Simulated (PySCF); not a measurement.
Gas-phase equilibrium of 1 mol SO2, 1.4 mol O2 at 1000 K and 0.00133 bar, among 11 species (S2O, SO2, O2, O, S2, S6, O3, SO, S8, S, SO3). Only gases are allowed; each row takes one source of thermochemistry for all species, and Cantera finds the minimum.

Energies from PySCF, thermal terms from the rigid-rotor harmonic-oscillator model, ideal gas at 1 bar. † marks an energy on the PBE0/def2-TZVP geometry and frequencies. MP2 and CCSD(T) freeze the core. Open shells (unrestricted) among the columns below: O2 (multiplicity 3), SO (multiplicity 3); the rest are closed-shell singlets. MP2 isn't extrapolated to the basis-set limit. CCSD(T) isn't extrapolated to the basis-set limit. The harmonic model lacks anharmonicity and excited electronic states, which grow with temperature; levels with a mode under 35 cm⁻¹ are left out. Warning, large T1 diagnostic: SO2 (CCSD(T)/def2-SVP†).

Molecules larger than those listed are left out.

With BLYP/def2-TZVP† thermochemistry: O2 0.58, SO2 0.42, SO3 0.00049, SO 6.9e-9.

Problem. How far does the composition move with the other sources (CCSD(T)/def2-SVP†, MP2/def2-SVP†, PBE/def2-TZVP†, LDA/def2-TZVP†, ωB97M-V/def2-TZVP†)?

Solution. 
```json
[
 {"thermochemistry": "BLYP/def2-TZVP†", "x O2": "0.58", "x SO2": "0.42", "x SO3": "0.00049", "x SO": "6.9e-9"},
 {"thermochemistry": "CCSD(T)/def2-SVP†", "x O2": "0.58", "x SO2": "0.42", "x SO3": "2.8e-7", "x SO": "4.6e-5"},
 {"thermochemistry": "MP2/def2-SVP†", "x O2": "0.58", "x SO2": "0.42", "x SO3": "2.2e-6", "x SO": "1.6e-6"},
 {"thermochemistry": "PBE/def2-TZVP†", "x O2": "0.58", "x SO2": "0.41", "x SO3": "0.0095", "x SO": "1.1e-9"},
 {"thermochemistry": "LDA/def2-TZVP†", "x O2": "0.51", "x SO2": "0.13", "x SO3": "0.37", "x SO": "<1e-12"},
 {"thermochemistry": "ωB97M-V/def2-TZVP†", "x O2": "0.58", "x SO2": "0.41", "x SO3": "0.0094", "x SO": "2.8e-10"}
]
```
The most sensitive of these is SO: it spans a factor of 10^7.7 over these rows; at this temperature one factor of ten is RT ln 10 = 19 kJ/mol.
